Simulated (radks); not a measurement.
Results of a calculation; reference values are marked as such.
Ionisation of neutral silicon, [Ne] 3s2 3p2, to Si+, [Ne] 3s2 3p1, under several functionals. Scalar-relativistic Kohn-Sham, spin-unpolarised, spherical densities, point nucleus; a radial shooting solver on a logarithmic mesh with Libxc functionals.

functional,E(Si) (hartree),Exc (hartree),IE (eV),-e(HOMO) (eV),<r> HOMO (bohr),IE error (eV)
revPBE,-289.92811,-20.74437,7.722,4.061,2.794,-0.430
OLYP,-289.98853,-20.82411,7.607,3.937,2.810,-0.544
XLYP,-290.10802,-20.92584,7.617,3.957,2.822,-0.534
Wu-Cohen GGA,-289.60606,-20.41310,7.717,4.051,2.782,-0.434

NIST Atomic Spectra Database: 8.152 eV (measured). Closest: revPBE. The Delta-SCF values span 0.11 eV, the total energies 0.50 hartree. The highest occupied level is 3p. Spin polarisation and multiplet splitting are left out, so open shells lie too high by an amount that depends on their filling.

Beside tabulated values, note that spin-unpolarised runs miss the spin-polarisation part of the exchange energy of open shells.
